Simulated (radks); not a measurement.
Spherical jellium clusters: N electrons in a uniform positive sphere of charge N and radius rs N^(1/3), rs = 2.61 bohr. Calculated with a radial shooting solver with Libxc functionals: non-relativistic Kohn-Sham, LDA (Slater exchange, Perdew-Wang correlation), spin-polarised, spherical densities. Levels are named by radial order and angular momentum (1s, 1p, 1d, 2s, ...), and open shells are averaged over m.

N = 6, configuration 1s2 1p(up 3, down 1). This is the lowest configuration that the search found. Occupied and some empty levels:

level    occupation  eigenvalue (eV)  <r> (bohr)
1s up             1          -7.3027       3.325
1s down           1          -6.6319       3.332
1p up             3          -4.1488       4.377
1p down           1          -3.5097       4.499
2s up             0          -1.1807       6.862
1d up             0          -1.0297       5.961
2s down           0         -0.94078       7.355
1d down           0         -0.60628       6.505

Energy (eV): total -6.29011, kinetic 20.660, external -231.29, Hartree 108.96, exchange-correlation -28.552, background 123.93.
